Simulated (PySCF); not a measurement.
# C$_{5}$H$_{5}$F$_{3}$N$_{2}$: full NMR table

```yaml
Formula: C5H5F3N2
SMILES: FC(F)(F)Cc1ncc[nH]1
Point_group_of_the_computed_structure: C1
Degrees_of_unsaturation: 3
Carbon_signals: 5
Proton_signals: 4
```

Atoms are numbered as in `[F:1][C:2]([F:3])([F:4])[CH2:5][c:6]1[n:7][cH:8][cH:9][nH:10]1`. Each H is labelled by its parent atom.

How the numbers were obtained: J couplings at B3LYP/pcJ-1 (spin–dipole term only in couplings to heteroatoms), GIAO PBE0/pcSseg-1 shieldings, PBE0-D3(BJ)/def2-SVP structure, in PySCF (non-relativistic Hamiltonian, isolated molecule, rapidly exchanging positions averaged, a single conformation).

Chemical shifts δ = σref − σ; TMS for ¹H and ¹³C; CFCl3 for ¹⁹F; ¹⁵N against NH3, all at this level.

| carbon | δC, type | δH (multiplicity, J in Hz) | HMBC from (abs. J ≥ 3 Hz) | span of the C tensor (ppm) |
| --- | --- | --- | --- | --- |
| C2 | 131.1, C | – | H(C5) | 5 |
| C5 | 36.9, CH2 | 3.41 (q, 11.1) | – | 33 |
| C6 | 138.0, C | – | H(C8), H(C9), H(C5) | 134 |
| C8 | 134.8, CH | 7.13 (d, 1.7) | H(C9) | 157 |
| C9 | 120.5, CH | 6.98 (d, 1.7) | H(C8) | 160 |

Other nuclei:
| atoms | nucleus | environment | δ (ppm) | σ (ppm) |
| --- | --- | --- | --- | --- |
| H(N10) | ¹H | hydrogen on a pyrrole-type ring nitrogen | 8.48 | 22.79 |
| F1/F3/F4 | ¹⁹F | fluorine of a CF3 group | -79.8 | 257.1 |
| N7 | ¹⁵N | pyridine-type nitrogen of an azole | 307.4 | -41.7 |
| N10 | ¹⁵N | pyrrole-type ring nitrogen | 181.5 | 84.1 |

Selected couplings (Hz, signed; the shortest-range and largest first, 30 at most; isotopes ¹⁹F, ¹³C, ¹H, ¹⁵N): ¹J(F1,C2) -341.7, ¹J(C8,H(C8)) 200.1, ¹J(C9,H(C9)) 198.1, ¹J(C5,H(C5)) 137.9, ²J(F1,C5) 32.7, ²J(N7,H(C8)) -11.7, ²J(N10,H(C9)) -5.5, ³J(F1,H(C5)) 11.1, ³J(N10,H(C8)) -3.4, ³J(F1,C6) 3.3, ³J(N10,H(C5)) -1.8, ³J(N7,H(C5)) -1.7, ³J(H(C8),H(C9)) 1.7, ⁴J(F1,N10) -1.3.

1. Carbon types of the structure: 2 × C, 2 × CH, 1 × CH2, leaving 1 H on heteroatoms.
2. δC 138.0: substituted aromatic carbon next to a ring nitrogen.
3. δC 134.8, 120.5: aromatic CH next to a ring nitrogen.
4. δC 131.1: CF3 carbon; 3 electronegative neighbours deshield it.
5. δH 8.48: hydrogen on a pyrrole-type ring nitrogen; exchangeable; this is the value without hydrogen bonding to other molecules.
6. δH 7.13, 6.98: hydrogen on an aromatic CH next to a ring nitrogen; aromatic region.

The OH or NH signal is concentration- and solvent-dependent in practice; the value given is the gas-phase one. C–F couplings over four or more bonds (about 3 Hz to the para carbon of a fluoroarene) are left out. Common functionals overestimate the size of one-bond C–F couplings by tens of Hz; these are unscaled. Multiplet labels drop couplings under 1 Hz and merge nearly equal ones. Unscaled 3J(H,H) at this level run about 10 % above measured values. Shifts are as computed. Against solution values, carbons near 30 ppm lie about +2 ppm off and those near 130 ppm about +5 ppm. Of 1211 compounds with measured shifts, 218 miss one by over three times the rms of a fit or turn the order of signals round; such compounds aren't used in these exercises. Couplings to exchangeable protons are dropped. Unscaled 19F shifts against computed CFCl3 carry errors that often reach 10 to 50 ppm. Experimental scales use liquid or dissolved standards, which lie at an offset from isolated NH3 (liquid NH3: subtract about 20 ppm). Unscaled 15N shifts of sp2 nitrogen come out 20 to 40 ppm too high even then.
